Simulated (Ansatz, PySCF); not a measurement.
(1S)-1-bromo-1-chloroethane (C2H4BrCl), SMILES C[C@@H](Cl)Br.

The structure is a stationary point at B3LYP-D3(BJ)/def2-SVP.

Vertical ionisation energy (IE) and electron affinity (EA) in eV. Rows of orbital energies are one-electron estimates. Where ΔSCF, EOM or ADC give a negative EA the extra electron is unbound and the value depends on the basis.

```csv
level,IE,EA
"−ε(HOMO), −ε(LUMO), r2SCAN/def2-TZVP (PySCF)",7.20,1.59
"−ε(HOMO), −ε(LUMO), PBE/def2-TZVP (PySCF)",6.87,1.76
"ΔSCF, CAM-B3LYP/def2-SVPD (Ansatz), final states of multiplicity 2 and 2",10.69,-0.80
"ΔSCF, PBE/def2-SVPD (Ansatz), final states of multiplicity 2 and 2",10.17,-0.62
```

What vertical singlet–triplet gap does ΔSCF give with CAM-B3LYP/def2-SVPD (Ansatz, a quantum-chemistry and plane-wave program) and with PBE/def2-SVPD (Ansatz)? (An estimate is asked for; the answer gives what the named calculation found.)

5.32 and 5.01 eV (triplet above singlet where positive).
